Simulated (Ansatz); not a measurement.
Reaction (hydrogenolysis of a B–C bond): `C=CB(C)[SiH3]` + H₂ → `CB[SiH3]` + `C=C`

Computed with Ansatz on PBE0-D4/def2-TZVP structures; ΔE is electronic, products minus reactants. CCSD(T)/CBS is the MP2 limit (def2-TZVPP, def2-QZVPP) plus CCSD(T) − MP2 in def2-TZVPP, frozen cores. This one scheme is used for every species. Functionals use def2-TZVPP. B3LYP here is the variant with VWN-RPA as its local correlation; programs differ in this. One conformer a species, not always the lowest.

```tsv
level	ΔE (kcal/mol)	difference from CCSD(T)/CBS
PBE-D4	3.1	1.9
B3LYP-D4	1.5	0.3
ωB97M-V	0.7	-0.5
PBE	1.0	-0.2
r2SCAN	1.7	0.5
PBE0	-0.1	-1.3
B3LYP	-1.7	-2.9
CCSD/def2-TZVPP	-0.7	-1.9
HF/def2-QZVPP	-6.1	-7.3
HF/CBS(def2)	-6.1	-7.3
CCSD(T)/CBS	1.2	0
```

Largest T1 diagnostic among the species: 0.012.

The D4 term adds +3.2 kcal/mol with B3LYP and +1.8 kcal/mol with PBE0; it sums over pairs of atoms, weighted by their polarisabilities, and B3LYP, whose exchange is more repulsive, gets the larger term. In def2-TZVPP, CCSD(T) changes the Hartree–Fock value by +7.0 kcal/mol (the triples alone add +1.6 kcal/mol) and MP2 by +8.9 kcal/mol.
